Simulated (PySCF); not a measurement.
**SrLi⁺: from constants to spectrum**

RHF-CCSD(T) constants of SrLi⁺, ¹Σ⁺ (singlet), closed shell (basis Sr x2c-SVPall, Li x2c-SVPall; spin-free X2C with a Gaussian nucleus; PySCF 2.14; masses 87.9056 and 7.0160 u):

```
ωe              : 210.7 cm⁻¹
ωexe            : 0.959 cm⁻¹
Be              : 0.2047 cm⁻¹
αe              : 0.00155 cm⁻¹
D (centrifugal) : 7.73e-07 cm⁻¹
De to Sr + Li⁺  : 1.28 eV
```

(1) Estimate the standard entropy (1 bar) and heat capacity of the ideal gas at 500 K, rigid rotor with B0 and harmonic oscillator at the fundamental.

Correlated steps freeze 9 core orbitals. Correlated levels converge slowly with the basis: in double zeta they bind strong bonds too weakly, by up to about 1 eV, and carry superposition errors of some tenths. For an ion De counts to the pair picked by the measured ionisation energies or electron affinities, which need not be the lowest pair at this level.

Results:

(1) Translation (Sackur–Tetrode, M = 94.92 u): 176.4 J/(mol K). Rotation: q = kT/(σB0) = 1700 with σ = 1, 70.2. Vibration: x = hcν0/kT = 0.601, 12.67. S° = 259.2 J/(mol K); Cp = 7R/2 + 8.07 = 37.2 J/(mol K).
